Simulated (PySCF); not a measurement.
## Electronic structure of Al⁺ (aluminium, charge +1) at the UHF level

Configuration: [Ne] 3p2, high-spin 3P determinant (an excited configuration). All numbers are calculated (PySCF 2.14, the spin-free X2C one-electron Hamiltonian (Gaussian nucleus), in x2c-TZVPPall (5s5p3d1f, 42 functions)).

```json
{
  "Total energy": "-241.709839 hartree",
  "One-electron energy": "-331.7421 hartree",
  "Hartree (Coulomb) energy": "107.9418 hartree",
  "Exchange energy": "-17.9095 hartree",
  "⟨S²⟩": "2.0000",
  "⟨L²⟩": "2.000",
  "Sum of ⟨r⟩": "10.80 bohr",
  "Sum of ⟨r²⟩": "22.90 bohr²",
  "Traceless quadrupole moment −½Σ⟨3z² − r²⟩ along its main axis": "3.84 e·bohr²",
  "Langevin diamagnetic susceptibility": "-18.1 ×10⁻⁶ cm³/mol"
}
```

```tsv
shell	electrons	mean orbital energy (eV)	spread (eV)	rms radius, mean of both spins (bohr)
1s α	1	-1607.0	0	0.139
1s β	1	-1606.7	0	0.139
2s α	1	-145.60	0	0.677
2s β	1	-145.28	0	0.677
2p α	3	-99.554	0.322	0.671
2p β	3	-98.961	0.363	0.671
3p α	2	-13.598	0	3.10
```

Densities and radii are taken from the X2C orbitals without a picture-change correction, which distorts them close to the nucleus.

Spin-orbit constants ζ (cm⁻¹) from the X2C one-electron operator on these orbitals: bare nucleus, nucleus screened by l(l+1)(2l+1)/3 electrons, and screened by the Breit-Pauli mean field of the electrons.

```csv
shell,bare,screened nucleus,mean field
2p,2681,2268,2082
3p,127.4,107.8,97.37
```

To first order the Landé constant is A = 48.68 cm⁻¹, so the lowest level has J = 0 and lies 0.0121 eV below the centre of the term. This holds in LS coupling only.
